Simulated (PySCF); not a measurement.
**Calculated properties of `CC[Se]CC(F)(F)F`**

Compound: C4H7F3Se.
Geometry (PBE0-D3(BJ)/def2-SVP, Å), atoms numbered from 1 in this order:
```
atom  x, y, z in Å
C1     2.6227    0.2898   -0.4689
C2     1.2104   -0.2351   -0.3046
Se3    0.2319    0.8741    0.9780
C4    -1.4084   -0.1634    1.0285
C5    -2.3650    0.0955   -0.1088
F6    -2.7656    1.3636   -0.1518
F7    -1.8245   -0.2025   -1.2971
F8    -3.4594   -0.6660    0.0276
H9     2.6278    1.3206   -0.8551
H10    3.1786   -0.3361   -1.1834
H11    3.1729    0.2806    0.4845
H12    0.6603   -0.2192   -1.2547
H13    1.2107   -1.2660    0.0812
H14   -1.1703   -1.2361    1.0500
H15   -1.9234    0.0888    1.9657
```

Some functional groups and rings: CF3 group, C–F bond and selenium bound to carbon.

From PBE0-D3(BJ)/def2-SVP geometry optimisation, gas phase (PySCF):

| Quantity | Value |
| --- | --- |
| Point group | C1 |
| Rotational constants A, B, C | 2.712, 0.776, 0.691 GHz |

CAM-B3LYP/def2-SVPD ground state and vertical TDDFT (core frozen in the response) (PySCF):

| Item | Value |
| --- | --- |
| Dipole moment | 2.39 D |
| HOMO energy | -7.89 eV |
| LUMO energy | 0.64 eV |
| HOMO–LUMO gap | 8.53 eV |
| Lowest singlet excitation | 4.81 eV (258 nm, f = 0.000) |
| Strongest line among the 6 lowest singlet transitions | S6 at 7.15 eV (173 nm, f = 0.031) |
| Static isotropic polarisability | 80.1 au |
| Electronic spatial extent ⟨r²⟩ about the centre of nuclear charge | 1581 bohr² |

Monoisotopic mass from the formula: 191.9665 u.

The 6 singlets span 4.81 to 7.15 eV, and their oscillator strengths add up to 0.12. The rotational constants make it an asymmetric top with κ = (2B − A − C)/(A − C) = -0.92, nearer the prolate limit (−1). The largest Löwdin shares of the HOMO are 0.72 on Se3, 0.10 on C2 and 0.09 on C4. No computed singlet falls in the visible range (750 to 380 nm, 1.65 to 3.26 eV); S1 lies 1.55 eV above its blue end. The polarisability is 11.87 Å³ as a volume (1 au = 0.148185 Å³), or 0.87 au for each of the 92 electrons.

The calculation is non-relativistic and has no spin–orbit coupling, an omission that weighs most on selenium.

For the TDDFT job (CAM-B3LYP/def2-SVPD), on Intel Xeon Platinum 8488C, one thread, shared host with 192 logical CPUs at a one-minute load of 17, this took 70 s wall (grids of density and orbitals included) and 1.2 GiB of memory at its peak.

One conformer stands for the species.
